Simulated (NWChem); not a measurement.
# GeHI, singlet; SMILES [GeH][I]

```xyz
3

Ge     0.0326    -1.5707     0.0000
H     -1.5633    -1.6655     0.0000
I      0.0098     0.9798     0.0000
```
Atoms are numbered in this order, from 1.

Low-valent species are run as closed-shell singlets; no triplet was tried in these runs. Geometry: optimised at PBE0/def2-SVP. def2 effective core potentials on I; no spin-orbit coupling.

Symmetry labels are those of Cs in the frame above (b1 and b2, or b-type labels, depend on it).

Question: List the 4 lowest vertical singlet excitations from PBE/def2-SVP with def2 effective core potentials on I, TDA (NWChem).

Answer: 
| state | energy (eV) | oscillator strength | symmetry | leading excitation (squared amplitude) |
|---|---|---|---|---|
| S1 | 2.15 | 0.004 | a" | HOMO → LUMO (0.96) |
| S2 | 3.42 | 0.011 | a" | HOMO−1 → LUMO (0.95) |
| S3 | 3.90 | 0.048 | a' | HOMO−2 → LUMO (0.85) |
| S4 | 4.33 | 0.000 | a" | HOMO−3 → LUMO (1.00) |
